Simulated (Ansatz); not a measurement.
Two structures of BSiH5Cl2O, singlet, reached by relaxing down either side of one saddle point (PBE0-D4/def2-TZVP). Energies are electronic, without zero-point energy. Ansatz 0.2.0; basis: def2-TZVPP and def2-QZVPP; cores frozen in the correlated methods. Extrapolation: Hartree–Fock as exp(−7.88 √X), correlation as X^−2.97. First:

B1  (-1.048, 1.547, -0.322)
O2  (-0.112, 2.497, -0.457)
Cl3  (-1.451, 0.562, -1.707)
Cl4  (-1.876, 1.282, 1.209)
H5  (1.155, -0.336, 0.416)
Si6  (0.884, -1.778, 0.182)
H7  (0.052, 2.989, 0.353)
H8  (1.815, -2.584, 1.013)
H9  (-0.516, -2.086, 0.565)
H10  (1.098, -2.093, -1.252)
(Å)

Second:

B1  (-0.555, 0.343, 0.051)
O2  (0.647, 1.484, -0.107)
Cl3  (-1.625, 0.726, -1.385)
Cl4  (-1.294, 0.800, 1.664)
H5  (0.585, 2.050, 0.680)
Si6  (0.295, -1.494, 0.004)
H7  (0.411, 2.017, -0.884)
H8  (1.278, -1.663, 1.113)
H9  (-0.755, -2.538, 0.147)
H10  (1.013, -1.725, -1.282)
(Å)

Problem. Which bonds change from the first to the second?

Solution. BHCl₂O ([OH][B]([Cl])[Cl]) + SiH₄ → BSiH₃Cl₂ ([SiH3][B]([Cl])[Cl]) + H₂O (still joined by a long B–O bond); bonds formed: B1–Si6, O2–H5; bonds broken: H5–Si6; bonds weakened to dative contacts: B1–O2.

Problem. Give the saddle point's structure and its height above each. (To be estimated.)

Solution. By the calculation: 239.1 kJ/mol above the first and 128.6 kJ/mol above the second (CCSD(T) at an estimated basis limit (MP2 extrapolated from triple and quadruple zeta, plus CCSD(T) − MP2 in triple zeta)).
```json
{"atom": "B1", "x (Å)": "-0.6658", "y (Å)": "0.6298", "z (Å)": "-0.1722"}
{"atom": "O2", "x (Å)": "0.3929", "y (Å)": "1.7425", "z (Å)": "-0.3435"}
{"atom": "Cl3", "x (Å)": "-1.6138", "y (Å)": "0.3814", "z (Å)": "-1.6662"}
{"atom": "Cl4", "x (Å)": "-1.5714", "y (Å)": "0.8350", "z (Å)": "1.3753"}
{"atom": "H5", "x (Å)": "0.7637", "y (Å)": "0.5930", "z (Å)": "-0.1081"}
{"atom": "Si6", "x (Å)": "0.4633", "y (Å)": "-1.2697", "z (Å)": "0.0672"}
{"atom": "H7", "x (Å)": "0.4145", "y (Å)": "2.2742", "z (Å)": "0.4642"}
{"atom": "H8", "x (Å)": "1.3519", "y (Å)": "-1.3718", "z (Å)": "1.2585"}
{"atom": "H9", "x (Å)": "-0.7370", "y (Å)": "-2.1109", "z (Å)": "0.2721"}
{"atom": "H10", "x (Å)": "1.2016", "y (Å)": "-1.7035", "z (Å)": "-1.1471"}
```

No T1 diagnostic of these runs exceeds 0.012.

Labels in which every atom is bracketed show which atoms are joined, not bond orders.

For scale, one of the runs: CCSD(T)/def2-TZVPP, 258 basis functions, launched by `ansatz run in.yaml --threads 8 --pin off --events-out ev --progress --plain --max-ram 19148MiB`. Hardware: 8 CPU threads of an AMD EPYC 9R45, shared host. Wall time 26 s; peak host memory 5.6 GiB.
